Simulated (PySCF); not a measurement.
2-methylazaborolidine (C4H10BN), SMILES C1CB(NC1)C. Atoms are numbered in the order given.

```xyz
16

C      2.3022    -0.5976     0.0178
B      0.7783    -0.2084     0.0312
C     -0.4535    -1.0390     0.6055
C     -1.6593    -0.3009     0.0040
C     -1.1864     1.1376    -0.2373
N      0.2454     0.9996    -0.4381
H      2.4572    -1.5193    -0.5682
H      2.9625     0.1811    -0.3939
H      2.6465    -0.8312     1.0396
H     -0.4501    -2.1174     0.3845
H     -0.4383    -0.9530     1.7093
H     -2.5700    -0.3356     0.6220
H     -1.9139    -0.7569    -0.9671
H     -1.4051     1.7820     0.6372
H     -1.6844     1.6022    -1.1055
H      0.7677     1.7926    -0.7879
```

The structure is a stationary point at PBE0-D3(BJ)/def2-SVP. One conformer was computed; it need not be the lowest.

These are PBE/pcSseg-1 (PySCF) values and carry that method's errors.

GIAO shieldings, no solvent; atoms listed in one row are averaged. δ = σ(ref) − σ: ¹³C against TMS (σ = 182.0 ppm); ¹¹B against BF3 (σ = 83.9 ppm); ¹⁵N against NH3 (σ = 267.0 ppm); ¹H against TMS (σ = 31.49 ppm), references at their B3LYP-D3(BJ)/def2-TZVP geometries, non-relativistic.

Computed chemical shifts:
| nucleus | atoms | count | δ (ppm) |
|---|---|---|---|
| ¹³C | C5 | 1 | 55.1 |
| ¹³C | C4 | 1 | 31.6 |
| ¹³C | C3 | 1 | 23.9 |
| ¹³C | C1 | 1 | 2.3 |
| ¹¹B | B2 | 1 | 34.1 |
| ¹⁵N | N6 | 1 | 142.2 |
| ¹H | H16 | 1 | 4.22 |
| ¹H | H14 | 1 | 3.66 |
| ¹H | H15 | 1 | 3.55 |
| ¹H | H12 | 1 | 2.17 |
| ¹H | H13 | 1 | 1.97 |
| ¹H | H10 | 1 | 1.35 |
| ¹H | H11 | 1 | 1.07 |
| ¹H | H7, H8, H9 | 3 | 0.67 |
